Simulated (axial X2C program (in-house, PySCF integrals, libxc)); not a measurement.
## Worked dissociation energy of CuF: HF, 2c

Computed with an in-house all-electron X2C program for linear molecules (integrals from PySCF). Two-component (2c) means X2C with spin–orbit coupling and atomic mean-field two-electron Coulomb and Gaunt terms. Basis: Cu dyall-v3z [9s9p6d3f2g], F dyall-v3z [6s5p2d1f] (cores contracted in-house); Gaussian nuclei, density fitting, unrestricted open shells. Masses: Cu 62.930 u, F 18.998 u.

Molecular state: Ω = 0 (closed shell).

| Quantity | Value |
| --- | --- |
| E(Cu) (2M_J = 1) | -1652.709795 hartree |
| E(F) (2M_J = 1) | -99.496361 hartree |
| E(CuF) at Re | -1752.290523 hartree |
| ωe | 572.6 cm⁻¹ |
| ωexe | 3.15 cm⁻¹ |

(1) Work out De and D0.

The state is one determinant whose occupation by symmetry is held fixed; it was picked as the lowest of a PBE0 search that is not exhaustive. Closed shells are restricted here (equal orbitals for both partners); the stretched side of such a curve lies too high. Dissociation energies refer to the lowest single-determinant-based atoms at the same level and basis.

Hartree–Fock lacks correlation and underbinds, often by eV.

Each atomic determinant is the lowest at this level and need not be a pure J level. Totals compare only within one Hamiltonian and basis.

Results:

(1) De = -1652.709795 + (-99.496361) − (-1752.290523) = 0.08437 hartree = 2.296 eV. The zero-point energy is ωe/2 − ωexe/4 = 286 cm⁻¹ = 0.035 eV, so D0 = 2.260 eV.
